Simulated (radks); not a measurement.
Q: Coherent X-ray form factor from a spherical all-electron density. Method: Dirac Kohn-Sham, relativistic LDA (MacDonald-Vosko exchange, VWN5 correlation), spin-unpolarised, spherical densities, finite nucleus; Fermi nuclear charge, rms radius of each element as measured or else 0.836 A^(1/3) + 0.57 fm; computed with a radial shooting solver on a logarithmic mesh with Libxc functionals.

sin(theta)/lambda (1/angstrom),f0 (electrons)
0.05,16.811
0.1,16.270
0.15,15.442
0.2,14.421
0.25,13.308
0.3,12.195
0.4,10.218
0.5,8.743
0.6,7.727
0.8,6.453
1,5.477
1.25,4.328
1.5,3.343
2,2.092

The species is in the configuration that NIST lists as its ground one. Which atom or ion scatters so?

A: The scandium ion Sc4+, [Ne] 3s2 3p5. Extrapolating in s^2 from the first two rows gives f0(0) = 17.0, near the electron count 17; among species with that count, the fall with angle is slower the higher Z, and the table is that of Z = 21; from so few rows the species is fixed only to a neighbour or two.
